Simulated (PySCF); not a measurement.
**Excitation energy of Ta²⁺ by level of theory**

Ta²⁺ [Xe] 4f14 5d3 (4F) → Ta²⁺ [Xe] 4f14 5d2 6p1 (high-spin determinant), as a difference of total energies. All numbers are calculated (PySCF 2.14, a scalar-relativistic core potential, in def2-QZVPPD with the def2 core potential (60 electrons) (7s6p4d3f2g, 84 functions)). Correlated levels: valence and next inner shell: nothing frozen outside the core potential. The calculations carry no spin-orbit coupling.

```
                                method  excitation energy (eV)
                                   UHF                   6.726
    MP2 (valence and next inner shell)                   6.898
SCS-MP2 (valence and next inner shell)                   6.865
   CCSD (valence and next inner shell)                   6.852
CCSD(T) (valence and next inner shell)                   6.828
```

How much does correlation contribute at CCSD(T) (valence and next inner shell)?

6.828 − (6.726) = 0.102 eV, measured against UHF.

The determinant of the upper state mixes LS terms, which raises its energy above the lowest term, most at the Hartree-Fock and MP2 levels.
